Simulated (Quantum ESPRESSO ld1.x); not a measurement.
Q: Coherent X-ray form factor from a spherical all-electron density. Method: scalar-relativistic Kohn-Sham, LDA (Slater exchange, Perdew-Wang correlation), spin-polarised, spherical densities, point nucleus; computed with ld1.x of Quantum ESPRESSO 7.5.

sin(theta)/lambda (1/angstrom),f0 (electrons)
0.05,11.841
0.1,11.402
0.15,10.775
0.2,10.068
0.25,9.366
0.3,8.717
0.4,7.603
0.5,6.652
0.6,5.779
0.8,4.244
1,3.104
1.25,2.222
1.5,1.747
2,1.333

The species is in the configuration that NIST lists as its ground one. Which atom or ion scatters so?

A: The phosphorus ion P3+, [Ne] 3s2. Extrapolating in s^2 from the first two rows gives f0(0) = 12.0, near the electron count 12; among species with that count, the fall with angle is slower the higher Z, and the table is that of Z = 15; from so few rows the species is fixed only to a neighbour or two.
